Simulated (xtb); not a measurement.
B(GeH3)(Me)2 (C2H9BGe), SMILES C[B](C)[GeH3]. All values are semi-empirical tight-binding results from xtb (GFN2-xTB unless named), good for trends rather than for accurate numbers. Geometry: GFN2-xTB.

A frequency run showed that this geometry is not a minimum.

For metal compounds this method's bond lengths and energies can be far off.

Computed properties:
```json
{
  "orbital_gap": "3.54 eV"
}
```
